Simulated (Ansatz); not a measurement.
Program: Ansatz. Geometries: PBE0-D4/def2-TZVP. ΔE: electronic, gas phase. CCSD(T)/CBS is the MP2 limit (def2-TZVPP, def2-QZVPP) plus CCSD(T) − MP2 in def2-TZVPP, frozen cores. This one scheme is used for every species. DFT in def2-TZVPP. Elements past krypton have def2 core potentials. For Sn outer-core shells are correlated without core-valence functions, which leaves a few kJ/mol of doubt a bond. One conformer a species, not always the lowest.

Consider the substitution at a C–Sn bond: `O[SiH2][CH2][SnH3]` + H₂S → `O[SiH2]CS` + `[SnH4]`.

`O[SiH2][CH2][SnH3]`:

Cartesian coordinates in Å:
```
O -2.199 -0.348 -0.357
Si -0.819 -0.468 -1.253
C 0.519 0.650 -0.607
Sn 1.045 0.225 1.432
H -2.150 -0.615 0.562
H -0.298 -1.866 -1.246
H -1.231 -0.103 -2.631
H 1.428 0.541 -1.206
H 0.203 1.695 -0.660
H -0.310 -0.466 2.226
H 2.329 -0.898 1.485
H 1.484 1.653 2.256
```

H₂S:

```xyz
3

S     0.266    0.446   -0.337
H    -1.006    0.102   -0.090
H     0.740   -0.548    0.428
```

`O[SiH2]CS`:

Cartesian coordinates in Å:
```
O -0.555 -0.330 1.837
Si -0.901 0.320 0.368
C 0.687 0.565 -0.599
S 1.569 -1.023 -0.688
H 0.090 -1.043 1.811
H -1.604 1.600 0.629
H -1.770 -0.576 -0.449
H 1.357 1.232 -0.050
H 0.546 0.984 -1.597
H 0.581 -1.730 -1.262
```

`[SnH4]`:

Cartesian coordinates in Å:
```
Sn 0.000 0.000 0.000
H -0.160 1.337 1.044
H 1.585 -0.048 -0.623
H -1.110 0.146 -1.284
H -0.315 -1.435 0.862
```

| level | ΔE (kJ/mol) |
| --- | --- |
| r2SCAN-D4 | 38.7 |
| ωB97X-V | 38.2 |
| PBE | 34.5 |
| r2SCAN | 38.2 |
| CCSD(T)/def2-TZVPP | 46.7 |
| MP2/def2-QZVPP | 52.9 |
| SCS-MP2/def2-QZVPP | 49.3 |
| MP2/CBS(def2) | 54.3 |

What does CCSD(T)/CBS give? (Estimate.)

Computed: +50.7 kJ/mol. The listed levels differ from it by -12.0, -12.5, -16.2, -12.5, -4.0, 2.2, -1.4, 3.6 kJ/mol.

Largest T1 diagnostic among the species: 0.013.

In def2-TZVPP, CCSD(T) changes the Hartree–Fock value by +9.3 kJ/mol (the triples alone add +0.1 kJ/mol) and MP2 by +12.9 kJ/mol.
